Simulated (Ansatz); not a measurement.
Reaction (ligand exchange at the Si–S bond): `C#CS[SiH3]` + `C[O][Zn][OH]` → `C[O][Zn][O][SiH3]` + `C#CS`

Calculated with Ansatz (gas phase, PBE0-D4/def2-TZVP geometries, no zero-point term in ΔE). CCSD(T)/CBS is the MP2 limit (def2-TZVPP, def2-QZVPP) plus CCSD(T) − MP2 in def2-TZVPP, frozen cores. This one scheme is used for every species. DFT in def2-TZVPP. For Zn outer-core shells are correlated without core-valence functions, which leaves a few kJ/mol of doubt a bond. Scalar relativity is left out up to krypton. One conformer a species, not always the lowest.

`C#CS[SiH3]`:

Cartesian coordinates in Å:
```
C 1.958 1.246 0.260
C 1.332 0.247 0.507
S 0.492 -1.162 0.876
Si -1.282 -0.676 -0.247
H 2.513 2.128 0.044
H -1.889 0.566 0.285
H -0.941 -0.512 -1.679
H -2.184 -1.836 -0.045
```

`C[O][Zn][OH]`:

```xyz
8

C     0.686    1.051    0.912
O     0.612    0.576   -0.404
Zn   -0.321   -0.821   -0.940
O    -1.110   -2.264   -1.583
H     1.354    1.919    0.930
H     1.095    0.309    1.612
H    -0.287    1.378    1.303
H    -2.029   -2.148   -1.830
```

`C[O][Zn][O][SiH3]`:

Cartesian coordinates in Å:
```
C -0.360 1.793 2.231
O -0.384 0.402 2.058
Zn 0.066 -0.460 0.592
O 0.521 -1.483 -0.759
Si 0.349 -1.657 -2.364
H -1.037 2.319 1.544
H 0.643 2.221 2.108
H -0.690 2.017 3.251
H 0.762 -3.030 -2.758
H 1.193 -0.678 -3.108
H -1.064 -1.445 -2.794
```

`C#CS`:

```xyz
5

C     0.884    0.277   -0.839
C     0.151   -0.148    0.015
S    -0.780   -0.845    1.227
H     1.525    0.662   -1.597
H    -1.780    0.054    1.195
```

```tsv
level	ΔE (eV)
B97M-V	-0.50
PBE0-D4	-0.38
PBE-QIDH	-0.47
SCS-MP2/def2-QZVPP	-0.54
```

(1) What does CCSD(T)/CBS give? (An estimate is asked.)

Largest T1 diagnostic among the species: 0.017.

Results:

(1) The calculation gave: -0.49 eV. The listed levels differ from it by -0.01, 0.11, 0.02, -0.05 eV.

From r2SCAN to r2SCAN0 (25 % exact exchange), in def2-TZVPP and without D4, ΔE moves by −0.04 eV. The D4 term adds +0.04 eV with B3LYP and +0.02 eV with PBE0; it sums over pairs of atoms, weighted by their polarisabilities, and B3LYP, whose exchange is more repulsive, gets the larger term.

B3LYP here is the variant with VWN-RPA as its local correlation; programs differ in this.
